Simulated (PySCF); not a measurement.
## PbSe₂⁻: from structure and modes to constants

These are results of UPBE0 in PySCF with Pb def2-TZVPD with ECP60, Se def2-TZVPD; scalar-relativistic core potentials, no spin–orbit coupling; density-fitted integrals, not measurements.

The doublet minimum has C2v symmetry. Masses (u): Pb 207.97664, Se 79.91652.

```xyz
3
charge -1 multiplicity 2, angstrom
Pb   -0.4722    0.0000    0.0000
Se    0.6148    2.2807    0.0000
Se    0.6148   -2.2807    0.0000
```

Harmonic wavenumbers (cm⁻¹): 60.4 (a1, ×1), 203.4 (a1, ×1), 215.8 (b2, ×1).

Find the vibrational entropy and heat capacity at 298.15 K.

With u = 1.43878 ω/T, each mode gives S = R[u/(eᵘ−1) − ln(1−e⁻ᵘ)] and C = R u² eᵘ/(eᵘ−1)².
```tsv
ω (cm⁻¹)	u	S (J/(mol K))	C (J/(mol K))
60.4	0.292	18.59	8.26
203.4	0.981	8.80	7.68
215.8	1.041	8.34	7.60
```
The sums over all modes are S = 35.7 and C = 23.5 J/(mol K); the softest mode gives 52 % of the entropy.

Give the standard entropy (298.15 K, 1 bar) by its translational, rotational, vibrational and spin parts, and Cp.

Sackur–Tetrode with M = 367.81 u gives 182.5; rotation with symmetry number 2 gives 118.6; vibration 35.7; spin R ln 2 = 5.8. The total is 342.6 J/(mol K), and Cp = 4 R + 23.5 = 56.8 J/(mol K).

Only a few start shapes were tried, so a lower isomer may exist. The lowest empty level of this anion is unbound, so it and the gap depend on the basis. No spin–orbit coupling is included, which matters more the heavier the element.
